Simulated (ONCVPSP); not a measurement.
**Li (Z = 3): one change to an ONCV potential, before and after**

ONCVPSP 4.0.1 input, shortened (lines: element, Z, core and valence counts, functional; n l f; lmax; l rc ep ncon nbas qcut; lloc lpopt rc5 dvloc0; l nproj debl; icmod fcfact rcfact), PBE, non-relativistic:

```
  Li 3.00    1    1        4      upf
    1    0    2.00
    2    0    1.00
    2
    0    3.00    0.00    4    8    2.30
    1    2.55    0.12    5    9    3.10
    2    2.95    0.19    4    7    3.80
    4    5    2.40   -1.00
    0    1    1.90
    1    2    1.70
    2    3    1.60
    0    0.00    0.00
```

In the p channel the program set the typed energies aside and used 0.050, 1.750 Ha.

All-electron outer shells of the reference configuration (PBE, non-relativistic, ld1.x):

```
shell  level (eV)  outermost node (bohr)  outermost maximum (bohr)
   1s      -51.85                      –                      0.36
   2s       -2.87                   0.83                      3.12
```

Change: core none, valence charge 3; reference 1s2 2p1; waves now 1s: rc 0.40 bohr, ncon 4, nbas 9, qcut 15 1/bohr, 3 projectors, debl 0.4 Ha; 2p: rc 4.00 bohr, ncon 4, nbas 7, qcut 2.2 1/bohr, 3 projectors, debl 2.6 Ha; d scattering state at 0.07 Ha: rc 4.05 bohr, ncon 4, nbas 8, qcut 2.1 1/bohr, 3 projectors, debl 1.8 Ha; local potential polynomial inside 0.30 bohr (lpopt 5, dvloc0 0 Ha). In the s channel the program set the typed energies aside and used -1.961, 0.250, 0.650 Ha.

Cutoffs: the cutoffs (Ha) at which the residual kinetic energy of the hardest occupied pseudo-wave falls to 1 and 0.1 mHa per electron; they do not see the model core or the augmentation charge, which bear on the density cutoff. Errors are all-electron minus pseudo energies relative to the spin-unpolarised reference configuration.

What does the change do?

The potential gets harder (1.6 Ha and 2.8 Ha → 526 Ha and 1422 Ha); a bound ghost appears in s, which as a rule spoils a file; the number of tests with a reliable result goes from 1 to 4. The added semicore shells are compact, so their waves need more plane waves. Several settings change at once here, so the effects cannot be laid on one of them.

```
                    quantity    base        changed
               cutoff, loose  1.6 Ha         526 Ha
               cutoff, tight  2.8 Ha        1422 Ha
                bound ghosts    none              s
 GHOST(+) flags under 300 eV    none  p at 139.6 eV
tests with a reliable result  1 of 2         4 of 4
```

Base: The cutoffs count occupied waves only; projector 2 of the p channel, the hardest unoccupied one, needs 14 Ha at the loose tolerance. A true bound ghost makes a file unfit for plane-wave use even where its test errors are small: the radial tests pick states by their node count and pass the ghost by.
